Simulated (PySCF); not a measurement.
PySCF job for Pb(F)(SH) (FHPbS), SMILES [SH][Pb][F] (connectivity only; charge and spin as stated), neutral, multiplicity 1, TDDFT-B3LYP/def2-SVPD. Coordinates come from a B3LYP-D3(BJ)/def2-TZVP optimisation. The def2 effective core potentials stand for the cores of Pb; spin–orbit coupling is left out. The values are those of a single conformer.

```python
import numpy as np
from pyscf import gto, scf, dft, tdscf

mol = gto.M(
    atom='''
    Pb    0.23722253    0.34729610   -0.00000000
    F    -1.74808094    0.91309136    0.00000000
    S    -0.29540577   -2.13847711   -0.00000000
    H     1.00697377   -2.48046869    0.00000000
    ''',
    basis='def2-SVPD',
    ecp={'Pb': 'def2-svp'},
    charge=0,
    spin=0,
    symmetry=True,
    max_memory=1600,
    verbose=4,
)
mf = dft.RKS(mol, xc='b3lyp').density_fit(auxbasis='def2-universal-jkfit')
mf.grids.level = 3
mf.conv_tol = 1e-9
mf.max_cycle = 100
mf.kernel()
mf.grids = dft.Grids(mol).set(level=1).build(with_non0tab=True)  # coarser grid for the response kernel
td = tdscf.TDDFT(mf)
td.singlet = True
td.nstates = 10
td.conv_tol = 1e-4
td.kernel(x0=td.get_init_guess(mf, 15))
td.analyze()
tt = tdscf.TDA(mf)
tt.singlet = False
tt.nstates = 4
tt.conv_tol = 1e-4
tt.kernel(x0=tt.get_init_guess(mf, 9))
tt.analyze(verbose=3)
```

Program output:

```
PySCF version 2.14.0

[INPUT] verbose = 4
[INPUT] num. atoms = 4
[INPUT] num. electrons = 48
[INPUT] charge = 0
[INPUT] spin (= nelec alpha-beta = 2S) = 0
[INPUT] symmetry True subgroup None
[INPUT] Mole.unit = angstrom
[INPUT] Symbol           X                Y                Z      unit          X                Y                Z       unit  Magmom
[INPUT]  1 Pb     0.237222530000   0.347296100000   0.000000000000 AA    0.448285612276   0.656294513130   0.000000000000 Bohr   0.0
[INPUT]  2 F     -1.748080940000   0.913091360000   0.000000000000 AA   -3.303394220172   1.725492597107   0.000000000000 Bohr   0.0
[INPUT]  3 S     -0.295405770000  -2.138477110000   0.000000000000 AA   -0.558236000916  -4.041136061551   0.000000000000 Bohr   0.0
[INPUT]  4 H      1.006973770000  -2.480468690000   0.000000000000 AA    1.902904639921  -4.687406484659   0.000000000000 Bohr   0.0

nuclear repulsion = 157.923604788722
point group symmetry = Cs
symmetry origin: [ 7.87385888e-09 -1.74974660e-10  0.00000000e+00]
symmetry axis x: [1.00000000e+00 2.92408281e-10 0.00000000e+00]
symmetry axis y: [-2.92408281e-10  1.00000000e+00  0.00000000e+00]
symmetry axis z: [0. 0. 1.]
num. orbitals of irrep A' = 63
num. orbitals of irrep A" = 27
number of shells = 36
number of NR pGTOs = 155
number of NR cGTOs = 90
basis = def2-SVPD
ecp = {'Pb': 'def2-svp'}


[settings echo left out]
init E= -667.205437569136
HOMO (A') = -0.690061636904851  LUMO (A') = -0.58775584688464  gap/eV = 2.78388
cycle= 1 E= -689.250473457508  delta_E=  -22  |g|= 2.44  |ddm|= 13.9
HOMO (A') = -0.0512725495508863  LUMO (A') = -0.0332717128133219  gap/eV = 0.48983
cycle= 2 E= -628.077518678311  delta_E= 61.2  |g|= 12.6  |ddm|= 12.6
HOMO (A') = -0.186823617904213  LUMO (A') = -0.172970964320201  gap/eV = 0.37695
cycle= 3 E= -690.510500663626  delta_E= -62.4  |g|= 1.69  |ddm|= 9.86
HOMO (A') = -0.178986949285257  LUMO (A") = -0.0617830609723917  gap/eV = 3.18928
cycle= 4 E= -691.254078890692  delta_E= -0.744  |g|= 1.05  |ddm|=  2.8
HOMO (A') = -0.262769537452392  LUMO (A") = -0.0855885593931376  gap/eV = 4.82134
cycle= 5 E= -691.409194899577  delta_E= -0.155  |g|= 0.575  |ddm|= 1.08
HOMO (A") = -0.278233767732385  LUMO (A") = -0.118135330259553  gap/eV = 4.35650
cycle= 6 E= -691.475601105688  delta_E= -0.0664  |g|= 0.0896  |ddm|= 0.574
HOMO (A") = -0.260700674381097  LUMO (A") = -0.112661397514938  gap/eV = 4.02835
cycle= 7 E= -691.47740158159  delta_E= -0.0018  |g|= 0.0497  |ddm|= 0.205
HOMO (A") = -0.268548258337514  LUMO (A") = -0.11198162382166  gap/eV = 4.26040
cycle= 8 E= -691.478285027892  delta_E= -0.000883  |g|= 0.00451  |ddm|= 0.0686
HOMO (A") = -0.2686476573929  LUMO (A") = -0.111549838495303  gap/eV = 4.27485
cycle= 9 E= -691.478291093769  delta_E= -6.07e-06  |g|= 0.00132  |ddm|= 0.00606
HOMO (A") = -0.268572996256461  LUMO (A") = -0.111557937956533  gap/eV = 4.27260
cycle= 10 E= -691.478291654265  delta_E= -5.6e-07  |g|= 0.00018  |ddm|= 0.0016
HOMO (A") = -0.268592159281664  LUMO (A") = -0.111574703683387  gap/eV = 4.27266
cycle= 11 E= -691.478291663236  delta_E= -8.97e-09  |g|= 2.4e-05  |ddm|= 0.000272
HOMO (A") = -0.268590659258704  LUMO (A") = -0.11157368410188  gap/eV = 4.27265
cycle= 12 E= -691.478291663437  delta_E= -2.01e-10  |g|= 9e-06  |ddm|= 4.5e-05
HOMO (A") = -0.26859294353225  LUMO (A") = -0.111573923318871  gap/eV = 4.27271
Extra cycle  E= -691.478291663435  delta_E= 2.5e-12  |g|= 1.04e-05  |ddm|= 2.7e-05
converged SCF energy = -691.478291663435
tot grids = 22752


******** <class 'pyscf.tdscf.rks.TDDFT'> for <class 'pyscf.df.df_jk.DFSymAdaptedRKS'> ********
nstates = 10 singlet
deg_eia_thresh = 1.000e-03
wfnsym = None
conv_tol = 0.0001
eigh lindep = 1e-12
eigh level_shift = 0
eigh max_cycle = 100


Excitation energies (eV)
[3.54740713 3.7506019  5.05245825 5.36973986 5.39514029 5.58564307
 5.78045526 5.97733091 6.12051901 6.43260484]

** Singlet excitation energies and oscillator strengths **
Excited State   1:   A"      3.54741 eV    349.51 nm  f=0.0105
      23 -> 25        0.70553
Excited State   2:   A'      3.75060 eV    330.57 nm  f=0.0307
      23 -> 27       -0.14415
      24 -> 25       -0.68385
Excited State   3:   A"      5.05246 eV    245.39 nm  f=0.0039
      24 -> 26       -0.70293
Excited State   4:   A"      5.36974 eV    230.89 nm  f=0.0015
      24 -> 27        0.69802
Excited State   5:   A'      5.39514 eV    229.81 nm  f=0.0282
      21 -> 25        0.10297
      23 -> 26       -0.63841
      23 -> 27       -0.27392
Excited State   6:   A"      5.58564 eV    221.97 nm  f=0.0051
      20 -> 25        0.17947
      22 -> 25        0.68079
Excited State   7:   A"      5.78046 eV    214.49 nm  f=0.0120
      20 -> 25       -0.67703
      22 -> 25        0.17415
Excited State   8:   A'      5.97733 eV    207.42 nm  f=0.0133
      20 -> 26       -0.12291
      21 -> 25       -0.67431
      23 -> 26       -0.10785
Excited State   9:   A"      6.12052 eV    202.57 nm  f=0.0539
      24 -> 28       -0.68757
      24 -> 29        0.15354
Excited State  10:   A'      6.43260 eV    192.74 nm  f=0.4290
      23 -> 26       -0.15716
      23 -> 27        0.42148
      23 -> 28       -0.49851
      23 -> 29        0.14747

** Transition electric dipole moments (AU) **
state          X           Y           Z        Dip. S.      Osc.
  1         0.0000      0.0000     -0.3480      0.1211      0.0105
  2        -0.0634     -0.5744      0.0000      0.3339      0.0307
  3         0.0000     -0.0000     -0.1772      0.0314      0.0039
  4         0.0000     -0.0000     -0.1075      0.0115      0.0015
  5         0.3946     -0.2402     -0.0000      0.2134      0.0282
  6         0.0000     -0.0000     -0.1925      0.0370      0.0051
  7         0.0000      0.0000     -0.2915      0.0850      0.0120
  8         0.1812     -0.2415      0.0000      0.0912      0.0133
  9        -0.0000     -0.0000     -0.5994      0.3592      0.0539
 10        -0.4698     -1.5816     -0.0000      2.7221      0.4290

WARN: ECP detected. Skipping calculation of transition velocity and magnetic dipole moments, which have not yet been implemented.



******** <class 'pyscf.tdscf.rks.TDA'> for <class 'pyscf.df.df_jk.DFSymAdaptedRKS'> ********
nstates = 4 triplet
deg_eia_thresh = 1.000e-03
wfnsym = None
conv_tol = 0.0001
eigh lindep = 1e-12
eigh level_shift = 0
eigh max_cycle = 100


Excitation energies (eV)
[2.93185104 3.05045219 4.79741861 4.89056298]

** Triplet excitation energies and oscillator strengths **
Excited State   1:   A'      2.93185 eV    422.89 nm  f=0.0000
Excited State   2:   A"      3.05045 eV    406.45 nm  f=0.0000
Excited State   3:   A'      4.79742 eV    258.44 nm  f=0.0000
Excited State   4:   A"      4.89056 eV    253.52 nm  f=0.0000
```

Self-consistency was reached.
